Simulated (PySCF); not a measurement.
Working out the electron affinity of Ga

Ga⁻ [Ar] 3d10 4s2 4p2 (3P) → Ga [Ar] 3d10 4s2 4p1 (2P). Computed with PySCF 2.14 in dyall-av2z (16s12p8d, 92 functions), with no relativity, point nucleus. Frozen: [Ar] 3d10; the 34 highest virtual orbitals dropped. Energies in hartree (1 hartree = 27.21139 eV):

```tsv
part	Ga⁻ (lower)	Ga (upper)
UHF	-1923.239519	-1923.240493
CCSD correlation	-0.056098	-0.045184
(T)	-0.001700	-0.000661
```

Problem. What does Hartree-Fock give?

Solution. (-1923.240493) − (-1923.239519) = -0.000974 hartree = -0.027 eV.

Problem. What do CCSD and CCSD(T) give?

Solution. The CCSD correlation energies differ by 0.010914 hartree = 0.297 eV and the triples by 0.001039 hartree = 0.028 eV, so CCSD gives 0.270 eV and CCSD(T) 0.298 eV.

A first-order spin-orbit estimate adds -0.022 eV to CCSD(T) (valence), giving 0.276 eV against 0.301 eV (measured; photodetachment measurements, as compiled on the Wikipedia data page of electron affinities).

The calculation is non-relativistic.

A double-zeta basis recovers only part of the correlation energy.

What remains against the reference includes basis incompleteness, the frozen core and higher excitations.
